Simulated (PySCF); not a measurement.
A GIAO shielding run with PySCF 2.14 (density fitting, non-relativistic, gas phase) on `C=C(F)C[Si@](C)([SiH3])CC#N`, C6H12FNSi2:

```
$ OMP_NUM_THREADS=1 python probes_run.py task.json out

{"job": {"kind": "nmr", "xc": "PBE0", "basis": "pcSseg-1"}, "charge": 0, "multiplicity": 1}
C      3.233356    -0.159438    -0.155135
C      2.131339     0.125326     0.513251
F      2.001651     1.366408     1.061069
C      0.932855    -0.712914     0.727976
Si    -0.585076     0.029453    -0.213041
C     -0.203665    -0.156635    -2.077513
Si    -1.137725     2.177072     0.504749
C     -2.009074    -1.244162     0.138620
C     -2.291894    -1.294398     1.534181
N     -2.480519    -1.309712     2.663608
H      3.370494    -1.124589    -0.603058
H      4.026001     0.558909    -0.258515
H      1.149538    -1.731890     0.411671
H      0.699431    -0.733116     1.794097
H     -0.031066    -1.190293    -2.367836
H     -1.016524     0.224585    -2.688602
H      0.687763     0.406429    -2.336515
H     -1.149910     2.278925     1.962283
H     -0.209998     3.168461    -0.039711
H     -2.478733     2.529882     0.017739
H     -2.912412    -0.943518    -0.391786
H     -1.736245    -2.245398    -0.198382
```

Hardware: 1 thread of an AMD EPYC, shared host. The job also computes population analyses, field gradients.

Task: How large is the calculation?

Result: 92 electrons, 244 basis functions and 1305 auxiliary functions.

Task: How long does it take, and how much memory does it need?

Result: 2.1 min of wall time, with 14 SCF cycles and 5 response iterations; peak memory 1.1 GiB. Times on a shared host scatter by some tens of per cent.
